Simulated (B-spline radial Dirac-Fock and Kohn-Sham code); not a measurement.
Rb⁶⁺: input and output of one calculation

ΔSCF core binding energies without Breit or QED terms, calculated with a radial finite-basis atomic code. Keys: rel is the Hamiltonian (dirac, or spin-free x2c and nr, where L3 and M5 stand for the whole 2p and 3d shells), method is hf or an exchange,correlation pair (spin-unpolarised, also for the hole states), nuc the nuclear model, radius_factor scales its radius, rmax is the box in bohr, h the logarithmic mesh step, order the B-spline order, points the quadrature points per cell, c_factor scales the speed of light, and damp, ndamp, maxit and tol steer the iteration. The run stops when the commutator error falls below 10·tol·max(1, Z/10), or the numerical noise floor, and the energy has settled to about 1e-8 Ha; the virial ratio is −V/T.

Input (task.json):

```json
{"items": [{"Z": 37, "q": 6, "cfg": [[1, 0, 2], [2, 0, 2], [2, 1, 6], [3, 0, 2], [3, 1, 6], [3, 2, 10], [4, 0, 2], [4, 1, 1]], "A": 85, "rrms": 4.2036, "do": "settings", "holes": ["K", "L3", "M5"],
  "settings": [{"rel": "dirac", "method": "pbee", "nuc": "fermi", "radius_factor": 1.0, "rmax": 45.0, "h": 0.3, "order": 8, "points": 10, "c_factor": 1.0, "maxit": 51, "damp": 0.5, "ndamp": 3, "tol": 1e-08}]}]}
```

Command: `python xray2_run.py task.json out`

The program stops without a result: KeyError: "LibXCFunctional: name 'PBEE' not found.".

**Question.** One setting is unsound. Which, and why?

**Answer.** method names a functional that the program does not serve. With the default settings (Dirac Hartree-Fock): The ground state converged in 10 iterations, with total energy -2969.86740 Ha, virial ratio 1.97190 and highest orbital energy -97.08 eV. ΔSCF binding energies: K (1s) 15340.1 eV, L3 (2p3/2) 1910.2 eV, M5 (3d5/2) 209.1 eV.
